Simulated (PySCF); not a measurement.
Compound: C7H9O2 (charge -1).
Numbering: `[CH3:1][C@H:2]1[CH2:3][CH2:4][C:5]([O-:6])=[CH:7][C:8]1=[O:9]` (hydrogens: H10, H11, H12 on C1; H13 on C2; H14, H15 on C3; H16, H17 on C4; H18 on C7)

Jobs on this species (18 atoms, 68 electrons) with PySCF (density fitting). Hardware of each: an AMD EPYC 9R14 with one thread, on a shared host. The host was shared with other jobs, so the times are rough. Peak memory is the resident size of the whole Python process, interpreter and libraries included.

**Question.** Rank these jobs by wall time, shortest first.
A. PBE0/pcSseg-1, IEF-PCM chloroform; shieldings, ring-centre shieldings; 198 basis functions
B. PBE0-D3(BJ)/def2-SVP, grid level 1; geometry optimisation from a GFN2-xTB start shaken at random; 171 basis functions
C. CAM-B3LYP/def2-SVPD; 6 singlets by full TDDFT, polarisability, dynamic polarisability, density and orbital grids written; 258 basis functions

**Answer.** A (24 s), C (62 s), B (1.7 min).

All jobs:

```tsv
level and settings	work	basis functions	SCF cycles	wall time	peak memory
PBE0/pcSseg-1, IEF-PCM chloroform	shieldings, ring-centre shieldings	198	14	24 s	0.99 GiB
PBE0/pcSseg-1, IEF-PCM acetone	shieldings, ring-centre shieldings, charges and field gradients	198	14	27 s	1.1 GiB
CAM-B3LYP/def2-SVPD, IEF-PCM chloroform	6 singlets by full TDDFT, polarisability	258	13	41 s	1.4 GiB
CAM-B3LYP/def2-SVPD, IEF-PCM acetone	6 singlets by full TDDFT, polarisability	258	13	47 s	1.4 GiB
CAM-B3LYP/def2-SVPD	6 singlets by full TDDFT, polarisability, dynamic polarisability, density and orbital grids written	258	13	62 s	1.4 GiB
PBE0-D3(BJ)/def2-SVP, grid level 1	geometry optimisation from a GFN2-xTB start shaken at random	171	71	1.7 min	0.81 GiB
```

**Question.** What do all jobs in the table cost together?

**Answer.** About 5.0 min; the longest takes about 34 % of that, and about 4.2 times as long as the shortest.
